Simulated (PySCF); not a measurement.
Species: C6H14N2Si2.
Cartesian coordinates in Å at the PBE0-D3(BJ)/def2-SVP level; atoms count from 1:
```xyz
24
C6H14N2Si2 angstrom
C     -2.2487   -1.2232   -0.0833
N     -2.1277    0.2125   -0.0684
C     -3.2751    0.8981    0.4622
Si    -0.5606    0.9534   -0.2127
C      0.5312    0.6616    1.2870
C      1.7053   -0.0006    1.2886
Si     2.5411   -0.7234   -0.2191
N      4.1628   -0.1145   -0.3036
C      1.4815   -0.3722   -1.7311
C      0.3011    0.2796   -1.7310
H     -1.3526   -1.6830   -0.5272
H     -2.3768   -1.6545    0.9305
H     -3.1184   -1.5435   -0.6884
H     -4.1887    0.6434   -0.1085
H     -3.1398    1.9882    0.3982
H     -3.4778    0.6467    1.5242
H     -0.8302    2.4203   -0.3433
H      0.1542    1.0436    2.2494
H      2.2381   -0.1234    2.2443
H      2.6975   -2.2080   -0.0963
H      4.8647   -0.6434   -0.8085
H      4.3195    0.8817   -0.4093
H      1.8722   -0.7279   -2.6984
H     -0.2204    0.4194   -2.6908
```

The calculation used TDDFT wB97X-D/def2-SVPD, vertical, gas phase, core orbitals frozen in the response (PySCF 2.14.0, density-fitted response routines).

Ground-to-excited transition dipoles (e·a0, same axes as the geometry; the sign carries no meaning), for the states with f of 0.002 or more among the lowest 7:

```csv
state,E (eV),μx,μy,μz
S1,4.597,0.143,0.033,0.031
S2,5.304,-0.402,-0.052,-0.064
S3,5.379,0.067,0.031,0.185
S4,5.944,0.059,0.040,0.173
S5,6.069,0.358,-0.177,-0.016
S6,6.298,-0.102,0.070,-0.318
S7,6.485,0.210,-0.180,-0.167
```

**Question.** Work out the oscillator strengths.

**Answer.** f = (2/3) ΔE |μ|² with ΔE in hartree (27.2114 eV).

```tsv
state	|μ|² (au)	|μ| (D)	f
S1	0.022	0.38	0.003
S2	0.168	1.04	0.022
S3	0.040	0.51	0.005
S4	0.035	0.48	0.005
S5	0.160	1.02	0.024
S6	0.116	0.87	0.018
S7	0.104	0.82	0.017
```

**Question.** Which bond between heavy atoms lies closest to the direction of the S5 transition dipole?

**Answer.** C9–C10 and C5–C6, at 3° from it; next N2–C3 at 20°.

**Question.** What angle do the transition dipoles of S5 and S7 make?

**Answer.** |cos θ| = |μa·μb| / (|μa| |μb|) = 0.85, so θ ≈ 32° (taken between 0 and 90°, since the signs are arbitrary).

All these states lie below the vertical ionisation energy of 7.91 eV (ΔSCF).

One conformer stands for the species.
